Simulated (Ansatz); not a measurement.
Species: Br2Cl2Si, SMILES `Cl[Si](Cl)(Br)Br` (charge 0, multiplicity 1), formula Br₂Cl₂Si.

Task: How many basis functions does Ansatz (an electronic-structure program) with frozen-core CCSD(T)/cc-pVTZ // B3LYP-D3(BJ)/def2-TZVP use, how many core orbitals are frozen, and how many electrons are correlated?

Result: 188 basis functions and 33 frozen orbitals, which leaves 52 correlated electrons (filled d shells below the valence shell are correlated). Core time is of the order of minutes.
